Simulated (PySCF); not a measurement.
C2H8N2, charge +1, doublet, at a GFN2-xTB geometry (a state made from the parent by changing its charge; the spin is typed, not shown lowest), with bond 7-2 at 1.6 times its length. Base run: TPSS/3-21G (PySCF).

Geometry (Å):
```xyz
12

N      1.7789     0.5503    -0.0173
C      0.5286     0.3673     0.5253
C     -0.5286    -0.3673    -0.5253
N     -1.7789    -0.5503     0.0173
H      2.4356    -0.2147    -0.0540
H      1.9548     1.3210    -0.6441
H     -0.2197     1.8954     0.9152
H      0.5675    -0.2957     1.3907
H     -0.0609    -1.3224    -0.7690
H     -0.5675     0.2957    -1.3907
H     -2.4356     0.2147     0.0540
H     -1.9548    -1.3210     0.6441
```
Charge +1, spin multiplicity 2.
Orbitals are unrestricted.
All else is at PySCF's defaults.
Base energy -189.14561 Eh.

Variants of this job, named by their change:

```json
[
 {"change": "base", "ΔE vs base (µEh)": "0.0", "SCF cycles": "13", "<S^2>": "0.759", "outcome": "converged"},
 {"change": "conv_tol = 1e-4", "ΔE vs base (µEh)": "19.0", "SCF cycles": "7", "<S^2>": "0.757", "outcome": "converged"},
 {"change": "solver = newton; init_guess = 1e", "ΔE vs base (µEh)": "0.0", "SCF cycles": "-", "<S^2>": "0.759", "outcome": "converged"},
 {"change": "diis_space = 4", "ΔE vs base (µEh)": "0.0", "SCF cycles": "28", "<S^2>": "0.759", "outcome": "converged"},
 {"change": "diis = off (with mf.max_cycle = 100)", "ΔE vs base (µEh)": "-", "SCF cycles": "100", "<S^2>": "-", "outcome": "not converged"},
 {"change": "conv_tol = 1e-7", "ΔE vs base (µEh)": "0.0", "SCF cycles": "12", "<S^2>": "0.759", "outcome": "converged"},
 {"change": "conv_tol = 1e-6", "ΔE vs base (µEh)": "0.0", "SCF cycles": "11", "<S^2>": "0.759", "outcome": "converged"},
 {"change": "init_guess = mod_huckel", "ΔE vs base (µEh)": "0.0", "SCF cycles": "17", "<S^2>": "0.759", "outcome": "converged"},
 {"change": "init_guess = atom", "ΔE vs base (µEh)": "0.0", "SCF cycles": "15", "<S^2>": "0.759", "outcome": "converged"},
 {"change": "conv_tol_grad = 1e-7", "ΔE vs base (µEh)": "0.0", "SCF cycles": "19", "<S^2>": "0.759", "outcome": "converged"},
 {"change": "diis_space = 20", "ΔE vs base (µEh)": "0.0", "SCF cycles": "13", "<S^2>": "0.759", "outcome": "converged"},
 {"change": "level_shift = 1.0 (with mf.max_cycle = 100)", "ΔE vs base (µEh)": "0.0", "SCF cycles": "53", "<S^2>": "0.759", "outcome": "converged"},
 {"change": "init_guess = sap", "ΔE vs base (µEh)": "0.0", "SCF cycles": "16", "<S^2>": "0.759", "outcome": "converged"}
]
```

Open shells are given as the SCF converged; they aren't shown to be the lowest states, and a large step between rows can be another state.
